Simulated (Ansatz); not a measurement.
Cartesian coordinates in Å:
```
C -0.350 1.750 0.794
Sn -0.365 -0.338 0.341
O -1.886 -0.411 -0.938
Al 1.784 -1.390 -0.859
H 0.404 1.976 1.548
H -0.137 2.322 -0.109
H -1.334 2.030 1.171
H -0.871 -1.208 1.745
H -2.088 -1.300 -1.238
H 3.255 -0.918 -0.488
H 1.587 -2.512 -1.967
```

Total charge 0; spin multiplicity 1. Sn: def2 effective core potential.

Question: List the r2SCAN/def2-TZVPP orbital energies in eV (the Gaussian-basis code of Ansatz). (Estimate.)

Answer: The calculation gave: Occupied: -1517.55, -514.87, -272.90, -136.74, -111.04, -91.58, -91.53, -91.51, -71.41, -71.16, -71.12, -26.52, -25.98, -25.91, -25.87, -25.86, -24.25, -17.86, -12.73, -11.00, -10.37, -10.15, -9.95, -7.98, -7.75, -7.66, -6.99, -6.10. Lowest empty: -2.78, -1.05, -0.45, 0.70, 0.96, 1.57, 1.84, 2.18.
